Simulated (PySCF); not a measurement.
Compound: C6H4NOSi (doublet state).
Geometry (GFN2-xTB, Å), atoms numbered from 1 in this order:
```xyz
13
C6H4NOSi angstrom
C     -4.6490   -0.2605    0.3071
C     -3.4571   -0.0711    0.3445
Si    -1.6491    0.1627    0.3308
C     -0.6067   -0.7570   -0.9283
O     -1.0920   -1.5450   -1.7432
C      0.7641   -0.4244   -0.8139
C      1.9315   -0.1102   -0.6965
C      3.2811    0.2550   -0.5587
N      3.6457    1.0411    0.3674
H     -5.6886   -0.4208    0.2819
H     -1.0736    1.0818    1.2939
H      3.9472   -0.1967   -1.3093
H      4.6420    1.2456    0.3841
```

The hyperfine couplings belong to this conformer and change with its torsions.

Identity: `[H]/N=C/C#CC(=O)[SiH]C#C` [radical].

Method used: PySCF, UKS B3LYP, pcH-1 on C H N O Si, non-relativistic, mean-field spin-orbit, GIAO. One conformer (not necessarily the lowest) at the GFN2-xTB geometry, without solvent, vibrations or thermal averaging. The geometry wasn't refined by DFT: couplings that depend on bond lengths, twists or pyramidal angles can differ widely from those at the functional's own minimum, by a factor of two or more for some ions and for spin on atoms past the first row. Stability of the SCF solution: not tested.

(1) Break the g tensor into its mass correction, gauge correction and orbital-Zeeman/spin–orbit terms.

(2) At 9.524 GHz, how far is the centre of the isotropic spectrum from where a free electron (g = 2.002319) resonates?

(3) How much does each term add to the isotropic shift?

(4) What effective moment and Curie constant follow for a powder?

(5) In a frozen sample, at which fields do the three g values resonate at 9.5, 34, 94 and 263 GHz (hyperfine left aside), and which band first spreads them over more than twice a line width of 1.0 mT?

## Answers

(1) 
| Δg (ppm) | 1 | 2 | 3 |
| --- | --- | --- | --- |
| relativistic mass correction | -168 | -168 | -168 |
| gauge correction | -11 | 38 | 39 |
| orbital Zeeman/spin–orbit | -60 | 597 | 3410 |
| total | -239 | 467 | 3281 |

So g = 2.00208, 2.00279, 2.00560 and g_iso = 2.00349; the tensor is rhombic: the two nearest values differ by 20 % of g3 − g1. Axes: g1 is normal to the molecular plane and g3 points within 3° of the Si3–C4 bond.

(2) B = hν/(g μB) with μB/h = 13.99624 MHz/mT gives 339.84 mT for the free electron and 339.64 mT at g_iso, 0.20 mT lower.

(3) The orbital-Zeeman/spin–orbit term 1316, the mass correction -168 and the gauge correction 22 ppm, for a total of 1169 ppm. The orbital-Zeeman/spin–orbit term is the largest in size. The mass correction is the same along every axis, so the anisotropy comes from the other two: their spans along these axes are 50 (gauge) and 3470 ppm (orbital Zeeman/spin–orbit).

(4) With the mean of g² = 4.0140 and S(S+1) = 0.75: μ_eff = √(⟨g²⟩S(S+1)) = 1.735 μB and χT = 0.12505·⟨g²⟩·S(S+1) = 0.376 cm³ K/mol (cgs; spin-Hamiltonian part alone).

(5) 
```json
{"band": "X", "GHz": "9.5", "B(g3) mT": "338.43", "B(g2) mT": "338.90", "B(g1) mT": "339.02", "spread mT": "0.59"}
{"band": "Q", "GHz": "34.0", "B(g3) mT": "1211.22", "B(g2) mT": "1212.92", "B(g1) mT": "1213.35", "spread mT": "2.13"}
{"band": "W", "GHz": "94.0", "B(g3) mT": "3348.67", "B(g2) mT": "3353.37", "B(g1) mT": "3354.55", "spread mT": "5.89"}
{"band": "J", "GHz": "263.0", "B(g3) mT": "9369.14", "B(g2) mT": "9382.31", "B(g1) mT": "9385.61", "spread mT": "16.47"}
```

The spread grows in proportion to the frequency. Q band is the first where it exceeds 2.0 mT.

The largest Mulliken spin populations are on Si3 (+0.77), O5 (+0.20), C1 (+0.19) and C2 (-0.13). Three atoms exceed +0.15. The positive populations add up to 1.25 and the negative ones to -0.25, together 2S = 1. The angles at Si3 add up to 360.0°, so it is planar; its axial dipolar tensor and the negative coupling of its proton fit spin in a p orbital normal to that plane.

The HOMO–LUMO gaps are 2.85 eV among the α and 3.56 eV among the β orbitals.
